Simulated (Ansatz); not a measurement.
`C[CH2][AlH][SiH3]` + `C[O][GeH3]` → `CC[O][GeH3]` + `[CH3][AlH][SiH3]`  (formal exchange of groups at a C–C bond)

Isolated molecules relaxed with PBE0-D4/def2-TZVP in Ansatz; ΔE leaves out vibrations. CCSD(T)/CBS adds triple-zeta CCSD(T) − MP2 to the extrapolated MP2 energy (def2 sets, frozen cores). DFT in def2-TZVPP. B3LYP here is the variant with VWN-RPA as its local correlation; programs differ in this. For Ge outer-core shells are correlated without core-valence functions, which leaves a few kJ/mol of doubt a bond. Scalar relativity is left out up to krypton. One conformer a species, not always the lowest.

| level | ΔE (kcal/mol) |
| --- | --- |
| ωB97M-V | -7.3 |
| B3LYP | -7.6 |
| HF/def2-TZVPP | -7.8 |
| SCS-MP2/def2-TZVPP | -7.2 |
| CCSD(T)/def2-TZVPP | -7.4 |
| SCS-MP2/def2-QZVPP | -7.3 |
| HF/CBS(def2) | -7.8 |
| CCSD/CBS(def2) | -7.5 |

Problem. What does CCSD(T)/CBS give? (Estimate.)

Solution. The calculation gave: -7.4 kcal/mol. The listed levels differ from it by 0.1, -0.2, -0.4, 0.2, 0.0, 0.1, -0.4, -0.1 kcal/mol.

Largest T1 diagnostic among the species: 0.011.
